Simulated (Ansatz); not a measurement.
Cartesian coordinates in Å:
```
F -1.4780 0.3016 -1.5741
Si -0.0454 0.3514 -0.8801
Cl 0.6225 2.2835 -0.8895
Si -0.2722 -0.2596 1.3610
Cl -0.6248 -2.2801 1.5209
H 0.8672 -0.4657 -1.7119
H 0.9307 0.0689 2.1737
```

Charge 0, multiplicity 2.

(1) List the CAM-B3LYP/def2-TZVPP orbital energies in eV (Ansatz). (Estimate.)

Results:

(1) The calculation gave: α occupied: -2764.83, -2764.81, -1803.23, -1802.46, -673.96, -259.62, -259.58, -198.66, -198.63, -198.54, -198.53, -198.52, -198.48, -147.60, -146.95, -102.98, -102.95, -102.88, -102.36, -102.28, -102.19, -35.11, -25.31, -25.21, -18.08, -16.59, -14.97, -14.82, -14.50, -12.86, -12.46, -12.12, -11.68, -11.36, -11.18, -10.04, -7.83. α empty: 0.05, 0.56, 1.33, 2.16, 2.58, 3.26, 4.32, 4.46. β occupied: -2764.83, -2764.79, -1803.22, -1802.37, -673.97, -259.62, -259.56, -198.66, -198.60, -198.54, -198.53, -198.47, -198.46, -147.59, -146.84, -102.98, -102.92, -102.87, -102.22, -102.13, -102.08, -35.12, -25.29, -25.09, -17.89, -16.20, -14.93, -14.82, -14.42, -12.71, -12.36, -12.03, -11.36, -11.27, -11.15, -9.83. β empty: -2.36, 0.20, 0.95, 1.59, 2.28, 2.88, 3.32, 4.42. ⟨S²⟩ = 0.754.
